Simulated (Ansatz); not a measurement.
Ansatz (an electronic-structure program) input:

Ansatz 0.2 input:
```yaml
crystal:
  periodic: [false, false, false]
  atoms:
    - {symbol: C, position_ang: [1.72794773, -1.11463070, 1.13648996]}
    - {symbol: Ge, position_ang: [0.03187906, -0.50815450, 0.39055749]}
    - {symbol: C, position_ang: [-1.56299010, -1.51480591, 0.88444299]}
    - {symbol: Br, position_ang: [0.21490135, -0.54644665, -1.93833949]}
    - {symbol: Br, position_ang: [-0.28806286, 1.71264637, 1.04202147]}
    - {symbol: H, position_ang: [1.91680186, -2.13859125, 0.81543947]}
    - {symbol: H, position_ang: [2.52853426, -0.46906058, 0.78225884]}
    - {symbol: H, position_ang: [1.67907458, -1.07082536, 2.22411444]}
    - {symbol: H, position_ang: [-1.45203271, -2.54823863, 0.55742653]}
    - {symbol: H, position_ang: [-2.43184094, -1.07223793, 0.40235269]}
    - {symbol: H, position_ang: [-1.68975998, -1.48047274, 1.96610150]}
basis:
  gaussian:
    orbitals: def2-TZVPD
hamiltonian:
  xc: {name: r2SCAN0}
output: {forces: true}
```

**Question.** Which total energy does the run end on?

**Answer.** -7305.17648 Eh (r2SCAN0/def2-TZVPD). The basis has 296 functions.
